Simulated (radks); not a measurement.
Problem. Tm7+, configuration [Kr] 4d10 4f11 5s2 5p3 (the NIST ground configuration). Method: scalar-relativistic Kohn-Sham, BLYP, spin-polarised, spherical densities, finite nucleus; open shells are filled with parallel spins first (spin-orbit coupling, left out, can overturn this in heavy ions); Fermi nuclear charge, rms radius 5.2256 fm; computed with a radial shooting solver on a logarithmic mesh with Libxc functionals. Some entries of the table are withheld. Estimate them.

orbital,occ.,eigenvalue (eV),<1/r> (bohr^-1)
1s up,1,-59394.66,79.07
1s down,1,-59394.35,79.07
2s up,1,-10114.59,18.42
2s down,1,-10114.39,18.42
2p up,3,-8945.434,16.97
2p down,3,-8945.154,16.97
3s up,1,-2360.756,6.799
3s down,1,-2359.097,6.802
3p up,3,-2006.621,6.341
3p down,3,-2004.932,6.344
3d up,5,-1568.739,6.008
3d down,5,-1567.395,6.011
4s up,1,-555.4183,2.879
4s down,1,-551.9775,2.878
4p up,3,-438.7181,2.634
4p down,3,-435.3188,2.633
4d up,5,(1),2.334
4d down,5,(2),2.335
5s up,1,(3),1.169
5s down,1,(4),1.168
5p up,3,-122.9867,(5)
5p down,0,-118.5554,(6)
4f up,7,-112.4117,1.838
4f down,4,-108.6309,1.843

Solution. 
(1) 4d up eigenvalue (eV): -283.5753
(2) 4d down eigenvalue (eV): -280.1313
(3) 5s up eigenvalue (eV): -154.1877
(4) 5s down eigenvalue (eV): -149.5594
(5) 5p up <1/r> (bohr^-1): 1.028
(6) 5p down <1/r> (bohr^-1): 1.020
